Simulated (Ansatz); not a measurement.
Program: Ansatz. Geometries: PBE0-D4/def2-TZVP. ΔE: electronic, gas phase. CBS: MP2 limit from def2 TZ/QZ plus the TZ coupled-cluster correction, frozen cores. This one scheme is used for every species. DFT in def2-TZVPP. Each species was taken in one conformer, which may not be the lowest.

Reaction (silylene formation by 1,1-elimination): `BCC[SiH2]Cl` → `BCCCl` + `[SiH2]`

```
        level  ΔE (kcal/mol)
    CAM-B3LYP           90.1
CCSD/def2-SVP           85.3
```

(1) What does CCSD(T)/CBS give? (Estimate.)

(2) What do rigid-rotor, harmonic-oscillator terms from PBE0-D4/def2-TZVP frequencies (298.15 K, 1 bar) make of the CCSD(T)/CBS value? (Estimate.)

Largest T1 diagnostic among the species: 0.014.

## Answers

(1) Ansatz gave: +91.8 kcal/mol. The listed levels differ from it by -1.7, -6.5 kcal/mol.

(2) Ansatz gave: ΔZPE = -3.5 kcal/mol, ΔH = +89.2 kcal/mol, ΔS = 150 J/(mol·K), ΔG = +78.6 kcal/mol.

Leaving LDA and LC-ωPBE aside and taking each functional with its dispersion term where it has one, the values, not all of them listed here, spread over 11.2 kcal/mol, from BLYP-D4 to r2SCAN0-D4. LDA lies +8.3 kcal/mol from PBE without D4. At CCSD(T), def2-SVP lies −6.0 kcal/mol from the extrapolated value and def2-TZVPP −2.4 kcal/mol. From PBE to PBE0 (25 % exact exchange), in def2-TZVPP and without D4, ΔE moves by +3.1 kcal/mol.
